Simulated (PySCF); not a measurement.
C₄H₆Cl₂Si, singlet, at a GFN2-xTB geometry, atoms displaced at random by about 0.03 Å a coordinate; TPSS/STO-3G, gradient in PySCF.

PySCF was given this input:
```python
from pyscf import gto, scf, dft

mol = gto.M(
    atom='''
C    -1.766762    2.041607    0.656632
C    -1.249750    1.336103   -0.303034
Si   -0.046779   -0.134136   -0.098804
Cl    1.299425   -0.073829   -1.622246
Cl   -1.074549   -1.810189   -0.115654
C     0.929557   -0.051441    1.543879
C     1.314772    1.041117    2.159936
H    -2.434924    2.825302    0.519649
H    -1.566729    1.765412    1.716311
H    -1.355868    1.632178   -1.351435
H     1.213885   -1.019886    1.994874
H     1.169603    2.020784    1.743873
H     1.850795    0.959822    3.108241
''',
    basis='sto-3g',
    charge=0,
    spin=0,
    verbose=4,
)

mf = dft.RKS(mol)
mf.xc = 'tpss'
mf.conv_tol = 1e-4
mf.kernel()
g = mf.nuc_grad_method()
grad = g.kernel()
```

What the program printed (banner, timings and long lists left out):

```
PySCF version 2.14.0

[INPUT] verbose = 4
[INPUT] num. atoms = 13
[INPUT] num. electrons = 78
[INPUT] charge = 0
[INPUT] spin (= nelec alpha-beta = 2S) = 0
[INPUT] symmetry False subgroup None
[INPUT] Mole.unit = angstrom
[INPUT] Symbol           X                Y                Z      unit          X                Y                Z       unit  Magmom
[...]
nuclear repulsion = 500.340256779011
number of shells = 33
number of NR pGTOs = 159
number of NR cGTOs = 53
basis = sto-3g
ecp = {}

******** <class 'pyscf.dft.rks.RKS'> ********
method = RKS
initial guess = minao
damping factor = 0
level_shift factor = 0
DIIS = <class 'pyscf.scf.diis.CDIIS'>
diis_start_cycle = 1
diis_space = 8
diis_damp = 0
SCF conv_tol = 0.0001
SCF conv_tol_grad = None
SCF max_cycles = 50
direct_scf = True
direct_scf_tol = 1e-13
XC library pyscf.dft.libxc version 7.1.2
    S. Lehtola, C. Steigemann, M. J. T. Oliveira, and M. A. L. Marques,  SoftwareX 7, 1–5 (2018)
XC functionals = tpss
    J. Tao, J. P. Perdew, V. N. Staroverov, and G. E. Scuseria,  Phys. Rev. Lett. 91, 146401 (2003)
    J. P. Perdew, J. Tao, V. N. Staroverov, and G. E. Scuseria,  J. Chem. Phys. 120, 6898 (2004)
    J. Tao, J. P. Perdew, V. N. Staroverov, and G. E. Scuseria,  Phys. Rev. Lett. 91, 146401 (2003)
    J. P. Perdew, J. Tao, V. N. Staroverov, and G. E. Scuseria,  J. Chem. Phys. 120, 6898 (2004)
radial grids:
    Treutler-Ahlrichs [JCP 102, 346 (1995); DOI:10.1063/1.469408] (M4) radial grids

becke partition: Becke, JCP 88, 2547 (1988); DOI:10.1063/1.454033
pruning grids: <function nwchem_prune>
grids dens level: 3
symmetrized grids: False
atomic radii adjust function: <function treutler_atomic_radii_adjust>
small_rho_cutoff = 0
Set gradient conv threshold to 0.01
Initial guess from minao.
tot grids = 172264
init E= -1350.82392798643
[...]
cycle= 1 E= -1350.71833535252  delta_E= 0.106  |g|= 0.454  |ddm|=  4.7
[...]
cycle= 2 E= -1350.71197562418  delta_E= 0.00636  |g|= 0.494  |ddm|=  1.8
[...]
cycle= 3 E= -1350.80213315771  delta_E= -0.0902  |g|= 0.119  |ddm|= 0.948
[...]
cycle= 4 E= -1350.80622915165  delta_E= -0.0041  |g|= 0.0342  |ddm|= 0.18
[...]
cycle= 5 E= -1350.80664220978  delta_E= -0.000413  |g|= 0.00394  |ddm|= 0.0523
[...]
cycle= 6 E= -1350.8066458309  delta_E= -3.62e-06  |g|= 0.00246  |ddm|= 0.00841
[...]
Extra cycle  E= -1350.80663730248  delta_E= 8.53e-06  |g|= 0.00576  |ddm|= 0.0102
converged SCF energy = -1350.80663730248

******** <class 'pyscf.grad.rks.Gradients'> for <class 'pyscf.dft.rks.RKS'> ********
unit = Eh/Bohr
grid_response = False
--------------- RKS gradients ---------------
         x                y                z
0 C    -0.0116815457     0.0228667878    -0.0672088710
1 C    -0.0475671253     0.0409397376     0.0503872978
2 Si    -0.0150631124    -0.0795099178    -0.0500290248
3 Cl    -0.0235325159    -0.0003321253     0.0308073408
4 Cl     0.0394978514     0.0677431132     0.0024800992
5 C     0.0182437197     0.0431878342     0.0326652319
6 C    -0.0134036417    -0.0120450139    -0.0175585552
7 H     0.0343742163    -0.0475032774     0.0097826964
8 H     0.0046100722    -0.0042992685     0.0051074047
9 H     0.0100652716    -0.0024978534     0.0064521108
10 H     0.0048905586     0.0008179223     0.0002498161
11 H     0.0051647447    -0.0234822238     0.0034894567
12 H    -0.0056934081    -0.0058658431    -0.0066773597
----------------------------------------------
```
